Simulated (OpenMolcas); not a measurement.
## Ti2+: effect of the active space

```json
{
  "Program": "OpenMolcas 26.06",
  "Method": "SS-CASPT2 or its RAS form, IPEA 0.25 Eh, imaginary shift 0.1 Eh",
  "Basis": "ANO-RCC-VTZP",
  "Scalar Hamiltonian": "DKH2, point nucleus",
  "Spin-orbit coupling": "RASSI with atomic mean-field integrals over the reference wave functions, term energies averaged over their components"
}
```

A. 2 electrons in 5 orbitals (3d); 2S+1 = 3 even, 10 roots; 2S+1 = 1 even, 15 roots; closed shells correlated: 3s 3p; CASPT2 step about 4 core-seconds
B. 2 electrons in 6 orbitals (3d 4s); 2S+1 = 3 even, 15 roots; 2S+1 = 1 even, 20 roots; closed shells correlated: 3s 3p; CASPT2 step roughly 10 core-seconds
C. 8 electrons in 8 orbitals (RAS1 3p, at most 2 holes; RAS2 3d); 2S+1 = 3 even, 10 roots; 2S+1 = 1 even, 15 roots; closed shells correlated: 3s; CASPT2 step about 12 core-seconds
D. 2 electrons in 9 orbitals (RAS2 3d 4s; RAS3 4p, at most 2 electrons); 2S+1 = 3 even, 15 roots; 2S+1 = 1 even, 20 roots kept (CI in the orbitals of an earlier block); 2S+1 = 3 odd, 15 roots; 2S+1 = 1 odd, 15 roots kept (CI in the orbitals of an earlier block); closed shells correlated: 3s 3p; CASPT2 step roughly 40 core-seconds

Energies in cm-1 above 3d2 3F2, the measured ground level; measured values from Corliss and Sugar, J. Phys. Chem. Ref. Data 8, 1 (1979).

```json
{"Level": "3d2 3F2", "A": "0.0", "B": "0.0", "C": "0.0", "D": "0.0", "Measured": "0.0"}
{"Level": "3d2 3F3", "A": "195", "B": "198", "C": "215", "D": "198", "Measured": "185"}
{"Level": "3d2 3F4", "A": "447", "B": "455", "C": "492", "D": "455", "Measured": "420"}
{"Level": "3d2 1D2", "A": "7890", "B": "8130", "C": "8620", "D": "8250", "Measured": "8474"}
{"Level": "3d2 3P0", "A": "11110", "B": "11050", "C": "11010", "D": "11140", "Measured": "10538"}
{"Level": "3d2 3P1", "A": "11180", "B": "11110", "C": "11080", "D": "11210", "Measured": "10604"}
{"Level": "3d2 3P2", "A": "11320", "B": "11250", "C": "11230", "D": "11350", "Measured": "10721"}
{"Level": "3d2 1G4", "A": "14680", "B": "14700", "C": "14730", "D": "14900", "Measured": "14398"}
{"Level": "3d2 1S0", "A": "32330", "B": "32530", "C": "31730", "D": "32380", "Measured": "32476"}
```

Deviations, from unrounded energies. A percentage is the sum of absolute deviations over the sum of measured energies, with the sign that they share, or ± where signs differ.

| Against measurement | Levels | A | B | C | D |
| --- | --- | --- | --- | --- | --- |
| mean absolute deviation (cm-1) | 8 | 350 | 290 | 350 | 340 |
| fine structure of the ground term (%) | 2 | +5.9 | +8.0 | +16.8 | +8.0 |
| other terms of the ground configuration (%) | 6 | ±3.2 | ±2.6 | ±3.1 | ±3.0 |

B lies closest to measurement on these levels and C furthest from it. The largest miss of B in the table is 3d2 3P2, by +530 cm-1. The ranking rests on the paired levels alone, and a cruder setting can come out closer through cancelling errors.

The two smallest mean deviations differ by little beside CASPT2's spread within terms, so their order carries little weight.

Among A to D the level of the table that moves most is 3d2 1S0, by 800 cm-1 (lowest in C, highest in B). Moves below CASPT2's spread within the term are not significant.

Term energies are means over components that CASPT2 splits; among the terms shown or strongly mixed into the levels shown the widest spread is 750 cm-1 (3d2 1G, D). Active for correlation alone: 3p; no level in the range computed is led by a configuration that opens it, so any true level of that kind is missing (holds for C). Terms from blocks run as CI alone lack orbitals of their own (holds for D). Measured partners are found by configuration, term and J. A level has none where our copy of the source lacks it or the pairing is in doubt (some pairs that miss far off the trend of their configuration count as doubtful), and it then counts in no deviation. Levels of configurations outside the active space are missing. The table leaves out levels that lie high or whose names do not pair safely across all columns.
